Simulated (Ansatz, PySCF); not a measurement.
Process, species as SMILES: O=c1cc1 -> O=c1[c-]c1 + H+
Each molecule is optimised on its own at B3LYP-D3(BJ)/def2-TZVP (Ansatz, a quantum-chemistry and plane-wave program).
Geometry of the first species:
```xyz
6

O      1.5195    -0.1901     0.0624
C      0.3298    -0.0413     0.0135
C     -1.0024    -0.5494    -0.0487
C     -0.8370     0.7796    -0.0268
H     -1.7398    -1.3393    -0.0889
H     -1.3582     1.7270    -0.0382
```
Charge 0, spin multiplicity 1.

Quantity: gas-phase deprotonation energy (enthalpy at 298 K, with B3LYP-D3(BJ) rigid-rotor harmonic-oscillator terms from PySCF), in eV. Valence correlation only, unless marked. Spin-orbit coupling is left out. No relativistic terms. Anions need diffuse functions: aug- sets have them; def2-D sets add few; the other sets have none. Basis-set limits of correlation are two-point, X^-3; Hartree-Fock from the larger set. [CCSD(T)-MP2]/basis is that difference in the basis named.

```
level                                                                 program  gas-phase deprotonation energy (eV)  minus last row
-------------------------------------------------------------  --------------  -----------------------------------  --------------
HF/6-31G*                                                              Ansatz                                16.39            0.61
HF/cc-pVTZ                                                             Ansatz                                16.11            0.33
HF/aug-cc-pVQZ                                                         Ansatz                                15.95            0.17
HF-D4/def2-TZVPD                                                PySCF + dftd4                                15.92            0.14
BLYP-D3(BJ)/def2-TZVPD                                         Ansatz + dftd3                                15.77           -0.01
revPBE-D3(BJ)/def2-TZVPD                                       Ansatz + dftd3                                15.89            0.11
TPSS-D3(BJ)/def2-TZVPD                                          PySCF + dftd3                                15.95            0.17
r2SCAN-D3(BJ)/def2-TZVPD                                       Ansatz + dftd3                                15.86            0.08
PBE0/def2-SVP                                                          Ansatz                                16.24            0.46
PBE0-D3(BJ)/def2-TZVPD                                         Ansatz + dftd3                                15.89            0.11
BHLYP-D4/def2-TZVPD                                            Ansatz + dftd4                                15.89            0.11
r2SCAN0/def2-TZVPD                                                     Ansatz                                15.88            0.10
PW6B95/def2-TZVPD                                                       PySCF                                15.88            0.10
HSE06-D3(BJ)/def2-TZVPD                                        Ansatz + dftd3                                15.88            0.10
MP2/cc-pVTZ                                                            Ansatz                                16.03            0.25
RI-MP2/CBS(aug-cc-pVTZ,aug-cc-pVQZ)                                    Ansatz                                15.73           -0.05
SCS-MP2/aug-cc-pVDZ                                                    Ansatz                                15.71           -0.07
CCSD/6-31G*                                                            Ansatz                                16.45            0.67
CCSD/aug-cc-pVDZ                                                       Ansatz                                15.72           -0.06
CCSD(T)/cc-pwCVTZ                                                      Ansatz                                16.06            0.28
RI-MP2/CBS(aug-cc-pVTZ,aug-cc-pVQZ)+[CCSD(T)-MP2]/aug-cc-pVTZ          Ansatz                                15.78            0.00
```
